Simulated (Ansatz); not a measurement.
Input and output for FH3S2Si, SMILES `F[SiH2]SS`.

```yaml
crystal:
  periodic: [false, false, false]
  atoms:
    - {symbol: F, position_ang: [-2.062716, 1.363961, -0.039790]}
    - {symbol: Si, position_ang: [-0.580881, 0.998960, -0.040835]}
    - {symbol: S, position_ang: [-0.181877, -0.878822, -1.611910]}
    - {symbol: S, position_ang: [1.821389, -1.180333, -0.391921]}
    - {symbol: H, position_ang: [0.447666, 1.883539, -0.137734]}
    - {symbol: H, position_ang: [-0.714887, 0.176454, 1.668567]}
    - {symbol: H, position_ang: [1.192544, -2.082468, 0.567389]}
basis:
  gaussian: {orbitals: def2-SVP}
total_charge: -1
magnetization: {spin_polarized: true, initial_magnetization: 1}
hamiltonian: {xc: {name: BLYP}}
scf: {lower_state_search: light}
```

```sh
$ ansatz run in.yaml --threads 2 --pin off --events-out ev --progress --plain --max-ram 4352MiB
```

It prints (some lines left out):

```
Functional definition: BLYP
928 factors; their error is unknown
mean field evaluation 1: about -32299.6941 eV, gradient 1.7e1 eV
mean field evaluation 2: about -32277.6671 eV, gradient 5.5e1 eV
mean field evaluation 4: about -32301.7779 eV, gradient 5.0e0 eV
mean field evaluation 8: about -32301.9602 eV, gradient 1.7e-1 eV
mean field evaluation 16: about -32301.8842 eV, gradient 2.2e-4 eV
mean field -32301.88419791 eV, -1187.0723492697 hartree, gradient 6.4e-5 eV, S^2 0.751720; 3 other end points of the search recorded, 0 dependent functions left out
reference -32301.88451446 eV, -1187.0723609028 hartree; 30, 29 occupied and 53, 54 virtual orbitals, 928 factors
Total energy: -32301.88451446 eV, -1187.0723609028 hartree
```

It took 2.2 s on 2 threads of an Intel Xeon Platinum 8488C on a shared host, with 0.15 GiB of host memory at the peak.
